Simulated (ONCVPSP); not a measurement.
**Configuration tests for arsenic (ONCV)**

ONCVPSP 4.0.1 input, shortened (lines: element, Z, core and valence counts, functional; n l f; lmax; l rc ep ncon nbas qcut; lloc lpopt rc5 dvloc0; l nproj debl; icmod fcfact rcfact), PBE, scalar-relativistic:

```
  As 33.00    3    5        4      upf
    1    0    2.00
    2    0    2.00
    2    1    6.00
    3    0    2.00
    3    1    6.00
    3    2   10.00
    4    0    2.00
    4    1    2.00
    2
    0    0.90    0.00    5    9   10.70
    1    0.85    0.00    4    7   19.40
    2    1.25    0.00    5    9   10.90
    4    2    0.55    1.00
    0    2    3.40
    1    2    3.30
    2    2    0.60
    1    0.35    0.00
```

In the d channel the program set the typed energies aside and used -1.852, 0.250 Ha.

Energies are relative to the spin-unpolarised reference configuration 3s2 3p6 3d10 4s2 4p2; without spin polarisation the order of configurations can differ from experiment.

```tsv
valence configuration	charge	ΔE all-electron (eV)	error AE − PS (meV)
3s2 3p6 3d10 4s2 4p3	0	-9.149	+0.5
3s2 3p6 3d10 4s2 4p0	+3	45.622	-5.4
3s2 3p6 3d9 4s2 4p4	0	30.949	+373
```

Task: What are ΔE and the potential's error for 3s2 3p6 3d10 4s2 4p1?

Result: ΔE = 17.918 eV all-electron; the error (AE − PS) is -1.7 meV.
